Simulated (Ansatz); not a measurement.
A nudged elastic band was laid between two geometries of CH6OSiSn (10 atoms, charge 0, multiplicity 1).

Method: Ansatz 0.2.0, RKS PBE0-D4/def2-SVP.

```yaml
movable_images: 5
climbing_image: yes
spring: 5.0 eV/Å²
optimiser: quadratic models (default)
start_path: through a guess of the saddle point
force_threshold: 0.5 eV/Å
iteration_limit: 60
end_points: relaxed
```

Image 0:

```xyz
10
Properties=species:S:1:pos:R:3
C -0.917 0.645 -0.663
O -0.856 -0.735 -0.962
Sn 0.650 -1.512 0.174
Si 0.448 0.993 0.661
H -1.917 0.929 -0.276
H -0.748 1.262 -1.568
H 1.852 -2.198 -0.844
H 0.024 -2.735 1.207
H -0.025 1.406 2.019
H 1.571 1.894 0.254
```

Image 6:

```xyz
10
Properties=species:S:1:pos:R:3
C -0.870 0.309 -0.351
O -0.649 -1.105 -0.521
Sn 1.183 -1.710 0.964
Si 0.680 0.888 0.656
H -1.795 0.487 0.225
H -0.980 0.791 -1.337
H 2.245 -1.643 -0.465
H -1.452 -1.573 -0.778
H 0.196 1.721 1.806
H 1.527 1.784 -0.195
```

Which bonds break or form, and what moves?

Bonds broken: Sn3–H8. Bonds formed: O2–H8.

Give the energies along the band, and the barrier.

The forces met the threshold. The highest image is number 3 of 0 to 6, 1.89 eV above the first end and 2.33 eV above the last; the last end lies 0.43 eV below the first. The threshold of 0.5 eV/Å is loose, so the images may lie well off the minimum-energy path. Neighbouring images differ by up to 1.8 eV, so the band resolves the path poorly. The order of the stationary point at the top wasn't checked. The orbitals stay closed-shell, which can raise the energy where a bond breaks towards radicals; this wasn't checked here.

| image | path coordinate (Å) | energy (eV) | Sn3–H8 (Å) | O2–H8 (Å) |
| --- | --- | --- | --- | --- |
| 0 | 0.00 | 0.00 | 1.72 | 3.08 |
| 1 | 0.75 | 0.02 | 1.72 | 3.03 |
| 2 | 1.51 | 0.59 | 1.69 | 2.39 |
| 3 | 2.26 | 1.89 | 1.77 | 1.57 |
| 4 | 2.94 | 0.07 | 2.27 | 1.00 |
| 5 | 3.61 | -0.37 | 2.88 | 0.95 |
| 6 | 4.29 | -0.43 | 3.16 | 0.96 |

What is the geometry of the highest image?


```xyz
10
Properties=species:S:1:pos:R:3
C -0.916 0.474 -0.525
O -0.727 -0.873 -0.928
Sn 0.894 -1.597 0.417
Si 0.554 0.944 0.653
H -1.889 0.625 -0.018
H -0.940 1.118 -1.426
H 2.235 -2.191 -0.492
H -0.841 -1.893 0.257
H 0.177 1.444 2.012
H 1.537 1.899 0.052
```

Time of the run: 2.1 min on 2 threads of Arm Neoverse V2 (shared host), peak memory 0.24 GiB.
